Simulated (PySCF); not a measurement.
In(F)(vinyl)(NH2) (C2H5FInN), SMILES C=[CH][In]([NH2])[F]. Geometry optimised at PBE-D3(BJ)/def2-SVP. The structure was generated by enumeration; whether it is a known compound was not checked. The def2 effective core potentials stand for the cores of In; spin–orbit coupling is left out. Other conformers were not sampled.

Computed equilibrium geometry at PBE-D3(BJ)/def2-SVP (PySCF confirms it by a frequency run) as bond lengths and angles (one conformer of several):
Atoms: In1 F2 C3 C4 H5 H6 H7 N8 H9 H10. Bonded distances (Å): In1–F2 1.994, In1–C3 2.141, In1–N8 2.051, C3–C4 1.346, C3–H5 1.104, C4–H6 1.106, C4–H7 1.104, N8–H9 1.028, N8–H10 1.027. Angles (°): F2–In1–C3 116.2, F2–In1–N8 108.4, C3–In1–N8 134.8, In1–C3–C4 123.6, In1–C3–H5 116.7, C4–C3–H5 119.7, C3–C4–H6 121.5, C3–C4–H7 123.0, H6–C4–H7 115.5, In1–N8–H9 112.3, In1–N8–H10 115.4, H9–N8–H10 108.0.
